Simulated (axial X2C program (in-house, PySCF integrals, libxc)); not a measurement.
**Worked dissociation energy of SiBi: PBE0, 2c**

All values were computed with an in-house relativistic program for diatomic molecules. Two-component (2c) means X2C with spin–orbit coupling and atomic mean-field two-electron Coulomb and Gaunt terms. Basis: Bi dyall-cv3z [12s14p10d6f1g], Si dyall-v3z [8s7p2d1f] (cores contracted in-house); Gaussian nuclei, density fitting, unrestricted open shells. Masses: Bi 208.980 u, Si 27.977 u.

Molecular state: Ω = 3/2 (⟨Sz⟩ = 0.54, ⟨Lz⟩ = 0.96 at PBE0).

```
E(Bi) (2M_J = 3) : -21542.963795 hartree
E(Si) (2M_J = 2) : -289.831409 hartree
E(SiBi) at Re    : -21832.884736 hartree
ωe               : 355.9 cm⁻¹
ωexe             : 1.39 cm⁻¹
```

(1) Work out De and D0.

Occupations by symmetry block were frozen at the best pattern of an incomplete PBE0 search. Dissociation energies refer to the lowest single-determinant-based atoms at the same level and basis. Density functionals use the spin component along the axis (collinear). In 2c an atomic determinant is not the ground J level, so De misses part of the atomic spin–orbit lowering. This holds for PBE0. PBE0 can misorder states that lie within some tenths of an eV, so this need not be the ground state of the molecule. The nearest other 2c determinant of the search, Ω = 1/2, lies 0.24 eV up at the distance of the search. Without a current term, density functionals place determinants with orbital angular momentum somewhat too high. The determinant is spin-polarised beyond a pure state at some levels (its spin-free form has ⟨S²⟩ too high), which makes Re and μ there less reliable.

Each atomic determinant is the lowest at this level and need not be a pure J level. Totals compare only within one Hamiltonian and basis.

Answers

(1) De = -21542.963795 + (-289.831409) − (-21832.884736) = 0.08953 hartree = 2.436 eV. The zero-point energy is ωe/2 − ωexe/4 = 178 cm⁻¹ = 0.022 eV, so D0 = 2.414 eV.
